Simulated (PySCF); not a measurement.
Polarisability and C₆ of Sn+ (tin, charge +1)

[Kr] 4d10 5s2 5p1, 2P determinant. Calculation: PySCF 2.14, in aug-cc-pVQZ-PP with ECP28MDF; a scalar-relativistic core potential. Coupled (time-dependent) response in atomic units; α is the mean over directions.

```csv
method,mean α (bohr³),"α xx, yy, zz",C₆ (like pair),S(−4)
wB97M-V,26.76,"25.39, 29.50, 25.39",200.2,249.1
```

S(−4) is the Cauchy moment in α(ω) = α(0) + S(−4) ω² + …

Spin-orbit coupling is absent.

α(iu) at wB97M-V:

```tsv
u (hartree)	α(iu) (bohr³)
0	26.76
0.0500	26.15
0.100	24.52
0.200	19.85
0.300	15.39
0.500	9.521
0.750	5.970
1.00	4.208
1.50	2.539
2.00	1.746
3.00	0.9837
5.00	0.4315
```

A single London oscillator, α(iu) = α/(1 + u²/ω²), gives C₆ = (3/4) ω α². Matching the computed C₆ needs ω = 4 × 200.2 / (3 × 26.76²) = 0.373 hartree.

For an ion, C₆ is the dispersion term alone; charge-induced terms of lower order in 1/R come first.

The components differ because the open shell of this determinant is not spherical; for a pure term their mean is the scalar polarisability.

Energies and moments cover only the electrons outside the core potential.
